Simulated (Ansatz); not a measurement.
Problem. Name a neutral molecule of B, Cl, N, Si and H with LUMO energy (PBE/def2-TZVPP) between -1.60 and -1.30 eV and HOMO–LUMO gap (ωB97M-V/def2-TZVPP) between 10.90 and 11.20 eV (Ansatz, PBE0-D4/def2-TZVP geometry).

Solution. `B[SiH](N)Cl` (-1.31 eV, 11.14 eV). Other molecules can fit too; these were computed, each in one conformer that needn't be the lowest.
